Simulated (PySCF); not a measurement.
PySCF job for C₂H₃BN₂O, SMILES OB1C=NC=N1, PBE/pcSseg-1. The structure is a stationary point at PBE0-D3(BJ)/def2-SVP. This is a generated structure with no PubChem entry under its InChIKey; it may be hypothetical. The values are those of a single conformer.

```python
import numpy as np
from pyscf import gto, scf, dft
from pyscf.prop.nmr import rks as nmr

mol = gto.M(
    atom='''
    O     0.15284942    2.07336833    0.00000000
    B     0.03910384    0.74372822    0.00000000
    C     1.20793929   -0.36440316    0.00000000
    N     0.63950100   -1.51423008    0.00000000
    C    -0.79501010   -1.23275146    0.00000000
    N    -1.21603812   -0.03051872    0.00000000
    H    -0.71233078    2.50433275    0.00000000
    H     2.30298842   -0.29815433    0.00000000
    H    -1.45078744   -2.11559683    0.00000000
    ''',
    basis='pcSseg-1',
    charge=0,
    spin=0,
    max_memory=1600,
    verbose=3,
)
mf = dft.RKS(mol, xc='pbe')
mf.grids.level = 3
mf.conv_tol = 1e-10
mf.max_cycle = 100
mf.kernel()
n = nmr.NMR(mf)
n.verbose = 2
n.max_cycle_cphf = 60
sigma = n.kernel()
print('atom   isotropic/ppm   span/ppm')
for i, s in enumerate(sigma):
    w = np.linalg.eigvalsh((s + s.T) / 2)
    print(f'{mol.atom_symbol(i):2s}{i + 1:3d} {w.mean():14.3f} {w[2] - w[0]:11.3f}')
```

Log of the run:

```
converged SCF energy = -287.255295947616
atom   isotropic/ppm   span/ppm
O   1        153.207     293.454
B   2         60.405      44.583
C   3        -19.290     301.339
N   4       -201.189     782.622
C   5        -10.679     166.609
N   6        -36.941     511.694
H   7         24.687       9.816
H   8         22.194       9.759
H   9         22.588       4.273
```

The run converged.
